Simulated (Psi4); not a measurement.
C2H2N3, doublet, at a GFN2-xTB geometry; SVWN/def2-SVP run with Psi4.

The Psi4 input:
```
memory 2 GB

molecule mol {
0 2
  C     1.151031   -0.077040   -0.133525
  N     0.387395   -1.129053   -0.114685
  N    -0.840805   -0.586186    0.056918
  C    -0.721066    0.756893    0.128450
  N     0.542278    1.094981    0.008618
  H    -1.662180   -1.171012    0.111750
  H    -1.539677    1.433696    0.262740
}

set basis def2-svp
set reference uks

energy('svwn')
print_variables()
```

The log (banner, timings and long lists left out):

```
   => Loading Basis Set <=

    Name: DEF2-SVP
    Role: ORBITAL
    Keyword: BASIS

         ---------------------------------------------------------
                                   SCF
               by Justin Turney, Rob Parrish, Andy Simmonett
                          and Daniel G. A. Smith
                              UKS Reference
         ---------------------------------------------------------

  ==> Geometry <==

    Molecular point group: c1
    Full point group: C1

    Geometry (in Angstrom), charge = 0, multiplicity = 2:

       Center              X                  Y                   Z               Mass
    ------------   -----------------  -----------------  -----------------  -----------------
         C            1.104326119133    -0.073180482781    -0.128060576818    12.000000000000
         N            0.340690119133    -1.125193482781    -0.109220576818    14.003074004430
         N           -0.887509880867    -0.582326482781     0.062382423182    14.003074004430
         C           -0.767770880867     0.760752517219     0.133914423182    12.000000000000
         N            0.495573119133     1.098840517219     0.014082423182    14.003074004430
         H           -1.708884880867    -1.167152482781     0.117214423182     1.007825032230
         H           -1.586381880867     1.437555517219     0.268204423182     1.007825032230

  Running in c1 symmetry.

  Rotational constants: A =      0.38590  B =      0.33601  C =      0.17961 [cm^-1]
  Rotational constants: A =  11568.96971  B =  10073.22812  C =   5384.70593 [MHz]
  Nuclear repulsion =  157.936729447300536

  Charge       = 0
  Multiplicity = 2
  Electrons    = 35
  Nalpha       = 18
  Nbeta        = 17

  ==> Algorithm <==

  SCF Algorithm Type is DF.
  DIIS enabled.
  MOM disabled.
  Fractional occupation disabled.
  Guess Type is SAD.
  Energy threshold   = 1.00e-06
  Density threshold  = 1.00e-06
  Integral threshold = 1.00e-12

  ==> Primary Basis <==

  Basis Set: DEF2-SVP
    Blend: DEF2-SVP
    Number of shells: 36
    Number of basis functions: 80
    Number of Cartesian functions: 85
    Spherical Harmonics?: true
    Max angular momentum: 2

  ==> DFT Potential <==

   => LibXC <=

    Version 7.1.2
    S. Lehtola, C. Steigemann, M. J. T. Oliveira, and M. A. L. Marques,  SoftwareX 7, 1–5 (2018) (10.1016/j.softx.2017.11.002)

   => Composite Functional: SVWN <=

    Slater exchange
    Vosko, Wilk & Nusair (VWN5_RPA)
    P. A. M. Dirac,  Math. Proc. Cambridge Philos. Soc. 26, 376 (1930) (10.1017/S0305004100016108)
    F. Bloch,  Z. Phys. 57, 545 (1929) (10.1007/BF01340281)
    S. H. Vosko, L. Wilk, and M. Nusair,  Can. J. Phys. 58, 1200 (1980) (10.1139/p80-159)

    Deriv               =              1
    GGA                 =          FALSE
    Meta                =          FALSE

    Exchange Hybrid     =          FALSE
    MP2 Hybrid          =          FALSE

   => Exchange Functionals <=

    1.0000         XC_LDA_X

   => Correlation Functionals <=

    1.0000   XC_LDA_C_VWN_RPA

   => LibXC Density Thresholds  <==

    XC_LDA_C_VWN_RPA:  1.00E-15
    XC_LDA_X:  1.00E-15

   => Molecular Quadrature <=

    Radial Scheme          =       TREUTLER
    Pruning Scheme         =           NONE
    Nuclear Scheme         =       TREUTLER

    Blocking Scheme        =         OCTREE
    BS radius alpha        =              1
    Pruning alpha          =              1
    Radial Points          =             75
    Spherical Points       =            302
    Total Points           =         149012
    Total Blocks           =           1175
    Max Points             =            256
    Max Functions          =             80
    Weights Tolerance      =       1.00E-15

   => Loading Basis Set <=

    Name: (DEF2-SVP AUX)
    Role: JKFIT
    Keyword: DF_BASIS_SCF

  ==> Integral Setup <==

  SCF_SUBTYPE=INCORE selected. In-core MEM_DF algorithm will be used.
  Using in-core AOs.

  ==> MemDFJK: Density-Fitted J/K Matrices <==

    J tasked:                   Yes
    K tasked:                    No
    wK tasked:                   No
    Algorithm:                 Core
    Schwarz Cutoff:           1E-12
    Mask sparsity (%):       0.1563
    Fitting Condition:        1E-10

   => Auxiliary Basis Set <=

  Basis Set: (DEF2-SVP AUX)
    Blend: DEF2-UNIVERSAL-JKFIT
    Number of shells: 137
    Number of basis functions: 417
    Number of Cartesian functions: 497
    Spherical Harmonics?: true
    Max angular momentum: 4

  Minimum eigenvalue in the overlap matrix is 2.8288753945E-03.
  Reciprocal condition number of the overlap matrix is 4.8974227875E-04.
    Using symmetric orthogonalization.

  ==> Pre-Iterations <==

  SCF Guess: Superposition of Atomic Densities via on-the-fly atomic UHF (no occupation information).

   -------------------------
    Irrep   Nso     Nmo
   -------------------------
     A         80      80
   -------------------------
    Total      80      80
   -------------------------

  ==> Iterations <==

                           Total Energy        Delta E     RMS |[F,P]|

   @DF-UKS iter SAD:  -240.13997232714092   -2.40140e+02   0.00000e+00
   @DF-UKS iter   1:  -239.79947057221796    3.40502e-01   8.97091e-03 ADIIS/DIIS
   @DF-UKS iter   2:  -239.22708133496141    5.72389e-01   1.54372e-02 ADIIS/DIIS
   @DF-UKS iter   3:  -239.97747464839875   -7.50393e-01   5.33520e-03 ADIIS/DIIS
   @DF-UKS iter   4:  -240.05894082599087   -8.14662e-02   1.63236e-03 ADIIS/DIIS
   @DF-UKS iter   5:  -240.05752179468934    1.41903e-03   1.71143e-03 ADIIS/DIIS
   @DF-UKS iter   6:  -240.06668937657432   -9.16758e-03   2.37410e-04 ADIIS/DIIS
   @DF-UKS iter   7:  -240.06682169878644   -1.32322e-04   1.10771e-04 ADIIS/DIIS
   @DF-UKS iter   8:  -240.06685336681443   -3.16680e-05   2.46961e-05 DIIS
   @DF-UKS iter   9:  -240.06685493531771   -1.56850e-06   9.69929e-06 DIIS
   @DF-UKS iter  10:  -240.06685515349943   -2.18182e-07   6.16002e-06 DIIS
   @DF-UKS iter  11:  -240.06685528673401   -1.33235e-07   7.90987e-07 DIIS
  Energy and wave function converged.

  ==> Post-Iterations <==

   Electrons on quadrature grid:
      Nalpha   =   17.9999978270 ; deviation = -2.173e-06
      Nbeta    =   16.9999979026 ; deviation = -2.097e-06
      Ntotal   =   34.9999957295 ; deviation = -4.270e-06

   @Spin Contamination Metric:   3.792282903E-03
   @S^2 Expected:                7.500000000E-01
   @S^2 Observed:                7.537922829E-01
   @S   Expected:                5.000000000E-01
   @S   Observed:                5.000000000E-01

    Orbital Energies [Eh]
    ---------------------

    Alpha Occupied:

[...]
    Alpha Virtual:

[...]
    Beta Occupied:

[...]
    Beta Virtual:

[...]
    Final Occupation by Irrep:
              A
    DOCC [    17 ]
    SOCC [     1 ]
    NA   [    18 ]
    NB   [    17 ]

  @DF-UKS Final Energy:  -240.06685528673401

   => Energetics <=

    Nuclear Repulsion Energy =            157.9367294473005359
    One-Electron Energy =                -638.3507561591724198
    Two-Electron Energy =                 271.2623453828962283
    DFT Exchange-Correlation Energy =     -30.9151739577583626
    Empirical Dispersion Energy =           0.0000000000000000
    VV10 Nonlocal Energy =                  0.0000000000000000
    Total Energy =                       -240.0668552867340111

  UHF NO Occupations:
  HONO-2 :   16  A 1.9997685
  HONO-1 :   17  A 1.9985328
  HONO-0 :   18  A 1.0000000
  LUNO+0 :   19  A 0.0014672
  LUNO+1 :   20  A 0.0002315
  LUNO+2 :   21  A 0.0001494
  LUNO+3 :   22  A 0.0000251

Computation Completed

Properties will be evaluated at   0.000000,   0.000000,   0.000000 [a0]

Properties computed using the SCF density matrix

 Multipole Moments:

 ------------------------------------------------------------------------------------
     Multipole            Electronic (a.u.)      Nuclear  (a.u.)        Total (a.u.)
 ------------------------------------------------------------------------------------

 L = 1.  Multiply by 2.5417464519 to convert [e a0] to [Debye]
 Dipole X            :          1.5450968           -3.0890632           -1.5439664
 Dipole Y            :         -0.4026636            0.2552625           -0.1474011
 Dipole Z            :         -0.1981589            0.3614135            0.1632546
 Magnitude           :                                                    1.5595548

 ------------------------------------------------------------------------------------

  Variable Map:
  ----------------------------------------------------------------------------
[...]
  Array Variable Map:
  ----------------------------------------------------------------------------
[...]
[...]
```
